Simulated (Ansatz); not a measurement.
`C=[C](O)[GeH3]` + H₂ → `C=[CH][GeH3]` + H₂O at 298.15 K and 1 bar (hydrogenolysis of a C–O bond).

Calculated with Ansatz (gas phase, PBE0-D4/def2-TZVP geometries, no zero-point term in ΔE). CBS: MP2 limit from def2 TZ/QZ plus the TZ coupled-cluster correction, frozen cores. This one scheme is used for every species. For Ge outer-core shells are correlated without core-valence functions, which leaves a few kJ/mol of doubt a bond. Scalar relativity is left out up to krypton. One conformer a species, not always the lowest.

```
         species  CCSD(T)/CBS energy (Eh)  H − E (kJ/mol)  S (J/(mol·K))
`C=[C](O)[GeH3]`              -2230.95734           202.2          335.5
              H₂                 -1.17544            35.1          130.4
  `C=[CH][GeH3]`              -2155.78858           187.0          299.7
             H₂O                -76.37941            66.4          188.7
```

H − E and S are ideal-gas, rigid-rotor, harmonic terms from PBE0-D4/def2-TZVP, for one conformer and one mirror image of each species. For small species the MP2-based limit differs from directly extrapolated CCSD(T) by up to some mEh (0.8 for H₂); such offsets cancel only in part. 1 Eh = 2625.50 kJ/mol, R = 8.31446 J/(mol·K).

Q: By hand: ΔE, ΔH, ΔS and ΔG.

A: ΔE = (-2155.78858) + (-76.37941) − (-2230.95734) − (-1.17544) = -0.03521 Eh = -92.4 kJ/mol. Δ(H − E) = 187.0 + 66.4 − 202.2 − 35.1 = 16.1, so ΔH = -76.3 kJ/mol. ΔS = 299.7 + 188.7 − 335.5 − 130.4 = 22.5 J/(mol·K). ΔG = -76.3 − 298.15 × (22.5)/1000 = -83.0 kJ/mol.

Q: By hand: the equilibrium constant, and the temperature at which ΔG would vanish if ΔH and ΔS stayed fixed.

A: log₁₀ K = −ΔG/(RT ln 10) = 14.5. ΔH and −TΔS have one sign here, so there is no such temperature.

ΔH outweighs TΔS. A doubt of 5 kJ/mol in ΔE shifts log₁₀ K by 0.9 here. Other conformers and mirror images would add mixing entropy, several J/(mol·K) or more a flexible species. Modes under 60 cm⁻¹, often nearly free rotors, make the harmonic entropy too high. These are equilibria of isolated gas molecules and say nothing of rates. Largest T1 diagnostic: 0.012 (customary marks: 0.02 for closed shells, 0.045 for open ones).
